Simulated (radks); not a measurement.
W2+, configuration [Xe] 4f14 5d4. All-electron calculation, Dirac Kohn-Sham, LDA (Slater exchange, Perdew-Wang correlation), spin-unpolarised, spherical densities, finite nucleus; open shells are shared between the two j in proportion to 2j + 1; Fermi nuclear charge, rms radius 5.3658 fm. Program: a radial shooting solver on a logarithmic mesh with Libxc functionals.

Radial electron density D(r) = 4 pi r^2 rho(r):

```
   r/bohr * D(r) (the largest magnitude, 135, reaches the edge; | marks zero)
0.0006791 | *
0.0007843 | *
0.0009058 |  *
 0.001054 |  *
 0.001218 |   *
 0.001406 |    *
 0.001624 |      *
 0.001876 |       *
 0.002184 |         *
 0.002522 |           *
 0.002913 |              *
 0.003364 |                *
 0.003885 |                    *
 0.004486 |                       *
 0.005223 |                           *
 0.006032 |                              *
 0.006966 |                                  *
 0.008045 |                                     *
 0.009291 |                                        *
  0.01082 |                                         *
  0.01249 |                                          *
  0.01443 |                                         *
  0.01666 |                                        *
  0.01924 |                                       *
   0.0224 |                                     *
  0.02587 |                                     *
  0.02988 |                                       *
   0.0345 |                                          *
  0.03985 |                                               *
  0.04639 |                                                   *
  0.05357 |                                                      *
  0.06187 |                                                      *
  0.07145 |                                                  *
  0.08252 |                                             *
   0.0953 |                                          *
   0.1109 |                                          *
   0.1281 |                                              *
    0.148 |                                                 *
   0.1709 |                                                 *
   0.1974 |                                           *
   0.2298 |                                 *
   0.2653 |                           *
   0.3064 |                         *
   0.3539 |                            *
   0.4087 |                              *
   0.4758 |                            *
   0.5495 |                       *
   0.6346 |                *
   0.7329 |           *
   0.8464 |        *
   0.9854 |      *
    1.138 |     *
    1.314 |    *
    1.518 |  *
    1.753 | *
    2.024 |*
    2.357 |*
    2.722 *
    3.143 *
     3.63 *
    4.192 *
    4.881 *
    5.637 *
     6.51 *
```

D(r) has 4 maxima, at r = 0.0126, 0.0567, 0.156, 0.419 bohr, and minima at 0.0245, 0.102, 0.294 bohr, inside which lie 2.02, 11.09, 29.84 electrons.
